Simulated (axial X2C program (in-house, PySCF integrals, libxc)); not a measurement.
What spin–orbit coupling does to SnC

Calculated with an in-house all-electron X2C program for linear molecules (integrals from PySCF). Spin-free means the one-electron spin-free X2C Hamiltonian; two-component (2c) means X2C with spin–orbit coupling and atomic mean-field two-electron Coulomb and Gaunt terms, so the difference of the two also holds small scalar two-electron terms. Basis: Sn dyall-cv3z [11s12p9d4f1g], C dyall-v3z [7s6p2d1f] (cores contracted in-house); Gaussian nuclei, density fitting, unrestricted open shells. Masses: Sn 119.902 u, C 12.000 u.

Spin-free state: M_S = 1, Λ = 1 (beyond evenly filled blocks: σα, π+α, π+β, π-α); fragments Sn + C.

```
  level  Re (Å)  ωe (cm⁻¹)  De (eV)  μ (D)
   PBE0   2.008      649.0    3.128  -2.52
     HF   2.099      575.6    1.667  -1.87
   CCSD   2.030      637.9    2.635    n/a
CCSD(T)   2.024      657.7    2.823    n/a
   BP86   2.020      657.0    3.514  -2.57
```

Correlated methods: 8 electrons correlated (number of frozen shells: Sn 4 s, 3 p, 2 d; C 1 s), 234 virtual spin orbitals or spinors in MP2, 90 natural virtuals in coupled cluster.

Dipoles are positive if C is the positive end.

Two-component determinant lowest at the distance of the search:

Ω = 2 (⟨Sz⟩ = 1.00, ⟨Lz⟩ = 1.00 at HF); fragments Sn + C.

| level | Re (Å) | ωe (cm⁻¹) | μ (D) |
| --- | --- | --- | --- |
| PBE0 | 2.014 | 636.0 | -2.45 |
| HF | 2.102 | 572.4 | -1.88 |
| CCSD | 2.037 | 625.4 | n/a |
| CCSD(T) | 2.030 | 642.4 | n/a |
| BP86 | 2.023 | 647.2 | -2.52 |

Question: From the two tables, how do the constants change at the CCSD(T) level (2c against spin-free)?

Answer: At the CCSD(T) level Re increases by 0.006 Å and ωe falls by 15.3 cm⁻¹.

Occupations by symmetry block were frozen at the best pattern of an incomplete PBE0 search. Dissociation energies refer to the lowest single-determinant-based atoms at the same level and basis. De is not given where an atomic determinant may have missed its ground term or J level, or where the truncated virtual space spoils (T). Density functionals use the spin component along the axis (collinear). CCSD and (T) use frozen natural virtuals with an MP2 correction for the truncation; (T) itself is uncorrected, so its De runs slightly low. PBE0 can misorder states that lie within some tenths of an eV, so this need not be the ground state of the molecule. The nearest other spin-free determinant of the search, M_S = 1, Λ = 0, lies 0.21 eV up at the distance of the search. Without a current term, density functionals place determinants with orbital angular momentum somewhat too high. With several unpaired electrons one determinant need not be a pure state. Open-shell Ω = 0 determinants with evenly filled partner blocks cannot be reached by this program, so the Ω shown need not be the lowest component. The determinant is spin-polarised beyond a pure state at some levels (its spin-free form has ⟨S²⟩ too high), which makes Re and μ there less reliable. The T1 diagnostic is large, a sign of multireference character. With the outer-core shells frozen, correlated bond lengths of heavy atoms tend to come out a few hundredths of an ångström too long.
